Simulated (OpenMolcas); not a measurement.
**Levels of Pd3+ by method**

| Quantity | Value |
| --- | --- |
| Program | OpenMolcas 26.06 |
| Basis | ANO-RCC-VQZP [8s7p5d3f2g1h] |
| Scalar Hamiltonian | DKH2, point nucleus |
| Active space | 7 electrons in 5 orbitals (4d) |
| State averaging | 2S+1 = 4 even, 10 roots; 2S+1 = 2 even, 40 roots |
| Spin-orbit coupling | RASSI with atomic mean-field integrals over the reference wave functions, term energies averaged over their components |

Methods on the same reference wave functions:
A. CASSCF
B. SS-CASPT2, IPEA 0.25 Eh, imaginary shift 0.1 Eh (closed shells correlated: 4s 4p)
C. MS-CASPT2, IPEA 0.25 Eh, imaginary shift 0.1 Eh (closed shells correlated: 4s 4p)

Energies in cm⁻¹ above 4d⁷ ⁴F_9/2.

| Level | A | B | C |
| --- | --- | --- | --- |
| 4d⁷ ⁴F_9/2 | 0.0 | 0.0 | 0.0 |
| 4d⁷ ⁴F_7/2 | 2718 | 2760 | 2760 |
| 4d⁷ ⁴F_5/2 | 4458 | 4450 | 4450 |
| 4d⁷ ⁴F_3/2 | 5563 | 5500 | 5500 |
| 4d⁷ ⁴P_3/2 [70 %] | 16718 | 13500 | 13180 |
| 4d⁷ ⁴P_5/2 | 16784 | 13510 | 13510 |
| 4d⁷ ²G_9/2 | 17456 | 15140 | 15190 |
| 4d⁷ ⁴P_1/2 | 18608 | 15370 | 15240 |
| 4d⁷ ²G_7/2 | 20174 | 17860 | 17860 |
| 4d⁷ ²H_11/2 | 23169 | 20200 | 20550 |
| 4d⁷ ²D_5/2(1) | 25410 | 21740 | 21750 |
| 4d⁷ ²P_1/2 | 25728 | 22610 | 21470 |
| 4d⁷ ²H_9/2 | 25903 | 23020 | 23320 |
| 4d⁷ ²D_3/2(1) [65 %] | 29990 | 26490 | 26130 |
| 4d⁷ ²F_5/2 | 38226 | 31400 | 31400 |
| 4d⁷ ²F_7/2 | 39557 | 32800 | 32800 |
| 4d⁷ ²D_3/2(2) | 59596 | 50240 | 50270 |
| 4d⁷ ²D_5/2(2) | 60912 | 51580 | 51560 |

Between B and C the level of the table that moves most is 4d⁷ ²P_1/2, by 1100 cm-1 (lowest in C, highest in B). Moves below CASPT2's spread within the term are not significant.

From A to B the spin-free energies of the other terms of 4d⁷ shown, above ⁴F, scale by factors of 0.78 to 0.86, as is usual when dynamic correlation screens the repulsion within a d or f shell.

The lowest spin-free term lies below A's lowest term by 0.528 hartree in B, 0.528 hartree in C.

Term energies are means over components that CASPT2 splits; among the terms shown or strongly mixed into the levels shown the widest spread is 980 cm-1 (4d⁷ ⁴F, C). Without dynamic correlation excited terms often stand tens of per cent too high (terms of higher spin than the ground term too low), and those without a measured partner can miss by more than the paired ones (holds for A). The CASPT2 spread within a term exceeds the gap to the next term for 4d⁷ ²P and 4d⁷ ²H, so the order of their levels is uncertain (holds for B). Levels of configurations outside the active space are missing. Levels that lie high or do not pair safely by name in every column are left out.

A share in square brackets marks a mixed level and gives the weight of the term that names it, the lowest over the columns. A number in round brackets counts repeated terms of one configuration in the order of the reference energies.
